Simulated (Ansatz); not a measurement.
Geometry optimisation, Ansatz 0.2.0, RKS r2SCAN/def2-SVP.

Input:

```yaml
crystal:
  periodic: [false, false, false]
  atoms:
    - { symbol: W, position_ang: [-0.538231, -0.536533, 0.309893] }
    - { symbol: H, position_ang: [0.015181, -0.02377, 1.853706] }
    - { symbol: H, position_ang: [1.060974, -0.181001, 0.247429] }
    - { symbol: H, position_ang: [-0.157344, 1.054032, 0.23015] }
    - { symbol: H, position_ang: [-1.625794, 0.439228, -0.545894] }
    - { symbol: H, position_ang: [0.391403, -1.63554, -0.579414] }
    - { symbol: H, position_ang: [0.108353, 0.07776, -1.07308] }
    - { symbol: Br, position_ang: [2.02286, 2.188637, 0.982882] }
    - { symbol: H, position_ang: [1.305098, 1.307387, 1.958326] }
basis:
  gaussian: { orbitals: def2-SVP }
hamiltonian:
  xc: r2scan
relax:
  f_tol: 0.03
  max_steps: 50
output:
  orbitals: {}
```

Run as:

```bash
$ ansatz run input.yaml --threads 2 --pin off --max-ram 3072MiB --backend cpu --events-out ev --progress --plain --runs-dir out
```

Question: Where does it end, and by what steps?

Answer: It converged. The force dipped under the threshold on the way, but the program's further checks kept it going. After 13 steps the energy has fallen by 0.367 eV; Br8 moved furthest, 0.91 Å.

```json
{"step": "0", "energy less start (eV)": "0.0000", "largest force component (eV/Å)": "1.170", "accepted": "yes"}
{"step": "1", "energy less start (eV)": "-0.1898", "largest force component (eV/Å)": "0.642", "accepted": "yes"}
{"step": "2", "energy less start (eV)": "-0.2507", "largest force component (eV/Å)": "0.548", "accepted": "yes"}
{"step": "3", "energy less start (eV)": "-0.3022", "largest force component (eV/Å)": "0.348", "accepted": "yes"}
{"step": "4", "energy less start (eV)": "-0.3249", "largest force component (eV/Å)": "0.105", "accepted": "yes"}
{"step": "5", "energy less start (eV)": "-0.3407", "largest force component (eV/Å)": "0.069", "accepted": "yes"}
{"step": "6", "energy less start (eV)": "-0.3569", "largest force component (eV/Å)": "0.073", "accepted": "yes"}
{"step": "7", "energy less start (eV)": "-0.3393", "largest force component (eV/Å)": "0.726", "accepted": "no"}
{"step": "8", "energy less start (eV)": "-0.3626", "largest force component (eV/Å)": "0.043", "accepted": "yes"}
{"step": "9", "energy less start (eV)": "-0.3656", "largest force component (eV/Å)": "0.009", "accepted": "yes"}
{"step": "10", "energy less start (eV)": "-0.3631", "largest force component (eV/Å)": "0.191", "accepted": "no"}
{"step": "11", "energy less start (eV)": "-0.3662", "largest force component (eV/Å)": "0.044", "accepted": "yes"}
{"step": "12", "energy less start (eV)": "-0.3656", "largest force component (eV/Å)": "0.082", "accepted": "no"}
{"step": "13", "energy less start (eV)": "-0.3666", "largest force component (eV/Å)": "0.021", "accepted": "yes"}
```

```xyz
9
Properties=species:S:1:pos:R:3
W -0.597 -0.608 0.314
H 0.018 0.012 1.770
H 1.003 -0.223 0.197
H -0.231 0.997 0.197
H -1.733 0.310 -0.542
H 0.332 -1.733 -0.544
H -0.023 -0.028 -1.117
Br 2.381 2.475 1.769
H 1.432 1.489 1.339
```

Whether the end is a true minimum wasn't checked by a vibrational analysis.

Time of the run: 32 s on 2 threads of Intel(R) Xeon(R) Platinum 8488C (Sapphire Rapids) (shared host), peak memory 0.18 GiB.
